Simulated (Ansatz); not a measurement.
Cl$_{2}$Zn, triplet, geometry from GFN2-xTB (such geometries of metal compounds can be far from the true shape) (a higher spin typed on purpose: for a closed-shell molecule this is an excited state).

Ansatz (a first-principles code) was given this input:
Ansatz 0.2 input:
```yaml
crystal:
  periodic: [false, false, false]
  atoms:
    - {symbol: Zn, position_ang: [0.26286815, 0.91445661, 0.50646119]}
    - {symbol: Cl, position_ang: [0.72550465, -0.58604969, -1.34253574]}
    - {symbol: Cl, position_ang: [-1.18938961, -1.02769727, 0.44878070]}
basis:
  gaussian:
    orbitals: aug-pcseg-1.json
hamiltonian:
  xc: hf
magnetization: {spin_polarized: true, initial_magnetization: 2}
```
The basis file holds aug-pcseg-1 in the JSON format of the Basis Set Exchange.

### Question
What does this run give for the total energy, <S^2>, number of basis functions?

### Answer

The total energy comes out as -2696.5119 Eh, the <S^2> comes out as 2.025 and the number of basis functions is 101.
